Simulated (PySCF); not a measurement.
Bond length, frequency and bond energy of AlPb by level of theory

State: ⁴Σ⁻ (quartet), unpaired electrons σ ↑, π ↑↑. Set-up: PySCF, scalar-relativistic core potentials, basis sets Al cc-pV(D+d)Z, Pb cc-pVDZ-PP with ECP60. De refers to Al + Pb in their high-spin ground configurations, without counterpoise correction. The functionals are run spin-unrestricted. A positive dipole means Al(−)Pb(+).

| Level | Re (Å) | ωe (cm⁻¹) | De (eV) | μ (D) | CPU s a point (SCF and correlation, without the integrals) |
| --- | --- | --- | --- | --- | --- |
| UHF | 2.794 | 221 | 1.22 | -1.70 | 0.088 |
| UHF-MP2 | 2.723 | 252 | 1.83 | n/a | 0.15 |
| UHF-SCS-MP2 | 2.729 | 248 | 1.62 | n/a | n/a |
| UHF-CCSD | 2.753 | 242 | 1.71 | n/a | n/a |
| UHF-CCSD(T) | 2.750 | 243 | 1.81 | n/a | 3.1 |
| LDA | 2.695 | 250 | 2.66 | -0.39 | 0.31 |
| PBE | 2.744 | 236 | 2.25 | -0.17 | 0.52 |
| r²SCAN | 2.724 | 244 | 2.22 | -0.45 | 0.75 |
| TPSSh | 2.720 | 245 | 2.11 | -0.21 | 0.83 |
| PBE0 | 2.717 | 247 | 2.11 | -0.44 | 0.78 |
| r²SCAN0 | 2.709 | 251 | 2.11 | -0.72 | 0.79 |

(1) Which functional lies closest to UHF-CCSD(T) in De, which farthest, and by how much do they differ from it?

(2) What does a quarter of exact exchange do here, going from PBE to PBE0?

(3) What does the step from GGA to meta-GGA do here, going from PBE to r²SCAN?

Correlated steps freeze 9 core orbitals. Correlated levels converge slowly with the basis: in double zeta they bind strong bonds too weakly, by up to about 1 eV, and carry superposition errors of some tenths. These are scalar-relativistic numbers at best; spin–orbit coupling would shift them, the dissociation energy most. The state was picked by a PBE0 search and need not be the measured ground state.

The whole job (state search and all levels along the bond) took about 1.8 min on 1 thread of Arm Neoverse V2 (shared host), peak memory 0.51 GiB.

## Answers

(1) Closest is TPSSh (-3.0 pm in Re, +0.8 % in ωe, +0.30 eV in De against UHF-CCSD(T) in the same basis), farthest LDA (-5.5 pm in Re, +2.9 % in ωe, +0.85 eV in De). CCSD(T) converges more slowly with the basis than the functionals do and binds too weakly in this one, so the order can change at the basis-set limit.

(2) PBE0 less PBE: -2.7 pm in Re, +4.7 % in ωe, -0.14 eV in De. Exact exchange removes part of the self-interaction that spreads semilocal densities, and in most molecules shortens and stiffens the bond and lowers De; so it does here.

(3) r²SCAN less PBE: -2.0 pm in Re, +3.4 % in ωe, -0.03 eV in De.
